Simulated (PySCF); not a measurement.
# Te⁻ (tellurium, charge -1) across methods

[Kr] 4d10 5s2 5p5, 2P determinant. Calculation: PySCF 2.14, in aug-cc-pwCVTZ-PP with ECP28MDF (8s7p6d4f1g, 96 functions); scalar relativity through the core potential.

```json
{"method": "UHF", "E (hartree)": "-267.04559", "mean ε 5s β (eV)": "-12.574", "mean ε 5p α (eV)": "-2.993", "mean ε 5p β (eV)": "-2.066", "Σ⟨r²⟩ (bohr²)": "79.81", "⟨S²⟩": "0.764"}
{"method": "B3LYP", "E (hartree)": "-268.1547", "mean ε 5s β (eV)": "-9.138", "mean ε 5p α (eV)": "-0.488", "mean ε 5p β (eV)": "0.040", "Σ⟨r²⟩ (bohr²)": "80.65", "⟨S²⟩": "0.753"}
{"method": "M06-2X", "E (hartree)": "-267.9879", "mean ε 5s β (eV)": "-10.286", "mean ε 5p α (eV)": "-1.698", "mean ε 5p β (eV)": "-0.912", "Σ⟨r²⟩ (bohr²)": "79.27", "⟨S²⟩": "0.758"}
{"method": "wB97X-V", "E (hartree)": "-268.0421", "mean ε 5s β (eV)": "-11.994", "mean ε 5p α (eV)": "-2.728", "mean ε 5p β (eV)": "-2.177", "Σ⟨r²⟩ (bohr²)": "79.01", "⟨S²⟩": "0.753"}
{"method": "BLYP", "E (hartree)": "-268.0113", "mean ε 5s β (eV)": "-7.904", "mean ε 5p α (eV)": "0.392", "mean ε 5p β (eV)": "0.853", "Σ⟨r²⟩ (bohr²)": "81.98", "⟨S²⟩": "0.753"}
{"method": "r2SCAN", "E (hartree)": "-268.1656", "mean ε 5s β (eV)": "-8.140", "mean ε 5p α (eV)": "-0.027", "mean ε 5p β (eV)": "0.595", "Σ⟨r²⟩ (bohr²)": "79.58", "⟨S²⟩": "0.757"}
{"method": "PBE", "E (hartree)": "-268.0513", "mean ε 5s β (eV)": "-7.923", "mean ε 5p α (eV)": "0.210", "mean ε 5p β (eV)": "0.746", "Σ⟨r²⟩ (bohr²)": "81.04", "⟨S²⟩": "0.754"}
{"method": "LDA", "E (hartree)": "-267.6730", "mean ε 5s β (eV)": "-8.243", "mean ε 5p α (eV)": "0.110", "mean ε 5p β (eV)": "0.620", "Σ⟨r²⟩ (bohr²)": "80.85", "⟨S²⟩": "0.752"}
```

Task: Estimate the same row for PBE0.

Result: E (hartree) = -268.0706; mean ε 5s β (eV) = -9.282; mean ε 5p α (eV) = -0.718; mean ε 5p β (eV) = -0.106; Σ⟨r²⟩ (bohr²) = 79.66; ⟨S²⟩ = 0.755.

Energies and moments cover only the electrons outside the core potential.

The highest occupied level is positive at B3LYP, BLYP, r2SCAN, PBE, LDA: only the finite basis holds that electron, which in a density functional comes from self-interaction.
